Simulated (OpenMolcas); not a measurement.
## 3s² 3p along the 13-electron sequence

```
Program             : OpenMolcas 26.06
Method              : CASSCF
Basis               : ANO-RCC-VTZP
Scalar Hamiltonian  : DKH2, point nucleus
Spin-orbit coupling : state interaction with AMFI integrals over the reference wave functions, term energies averaged over their components
```

Active space for each ion: 1 electron in 3 orbitals (3p).

Computed levels in cm-1 above ²P°_1/2:

```json
{"Level": "²P°_3/2", "P2+": "501", "S3+": "874", "Cl4+": "1407", "Ar5+": "2097"}
{"Level": "weight of ²P° in the lowest level (%)", "P2+": "100", "S3+": "100", "Cl4+": "100", "Ar5+": "100"}
```

Measured, with the error of the calculation in %. Measured levels: P2+ from Martin, Zalubas and Musgrove, J. Phys. Chem. Ref. Data 14, 751 (1985); S3+ from NIST levels in Podobedova, Kelleher and Wiese, J. Phys. Chem. Ref. Data 38, 171 (2009); Ar5+ from Saloman, J. Phys. Chem. Ref. Data 39, 033101 (2010).

```tsv
Level	P2+	S3+	Ar5+
²P°_3/2	559 (-10.4)	951 (-8.1)	2208 (-5.0)
```

The fine-structure level ²P°_3/2 changes by a factor of 4.19 from P2+ to Ar5+. Its fourth root runs 4.73, 5.44, 6.12, 6.77, with steps per unit of Z of 0.71, 0.69, 0.64; equal steps would mean a (Z - σ)^4 law with constant σ.

With one active electron the reference holds no correlation, so core polarisation is missing. Computed and measured levels are paired by configuration, term and J; levels that our copy of the source lacks, or whose pairing is in doubt (as where it misses far off the trend of its configuration), stay unpaired and out of the deviations. Only configurations of the active space appear.

° marks odd parity.
